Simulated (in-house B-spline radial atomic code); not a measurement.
Configurations of the tellurium ion Te⁶⁺, with energies counted from [Kr] 4d10. Level of theory: scalar-relativistic (X2C) B97-1, spin-polarised, spherical fractional occupations, exact exchange averaged over the configuration, Fermi nucleus of rms radius 4.7423 fm; calculated with an all-electron radial atomic-structure program (B-spline basis). Shells without spins written out take the highest spin.

Occupations are held fixed; configurations that lie above the ionisation limit could autoionise.

```csv
configuration,E - E(ref) (eV),highest orbital,its <r> (bohr)
[Kr] 4d9 5s1,38.209,5s up,1.73
[Ar] 3d10 4s2 4p5 4d10 5s1,114.48,5s up,1.726
[Ar] 3d10 4s2 4p5 4d10 5p1,128.36,5p up,1.919
[Ar] 3d10 4s2 4p5 4d10 5d1,147.79,5d up,2.364
[Ar] 3d10 4s2 4p5 4d10 5f1,166.5,5f up,3.293
[Ar] 3d9 4s2 4p6 4d10 5p1,587.81,5p up,1.907
```

Task: Order these further configurations by energy, lowest first.
A. [Kr] 4d9 5f1
B. [Ar] 3d9 4s2 4p6 4d10 5s1
C. [Kr] 4d9 5p1
D. [Kr] 4d9 5d1
E. [Ar] 3d10 4s2 4p5 4d10 4f1

Result: C (52.048 eV), D (71.425 eV), A (90.134 eV), E (145.93 eV), B (573.91 eV).

Task: How far above the reference does [Ar] 3d9 4s2 4p6 4d10 5f1 lie?

Result: 626.15 eV; its least bound orbital is 5f up with <r> = 3.256 bohr.
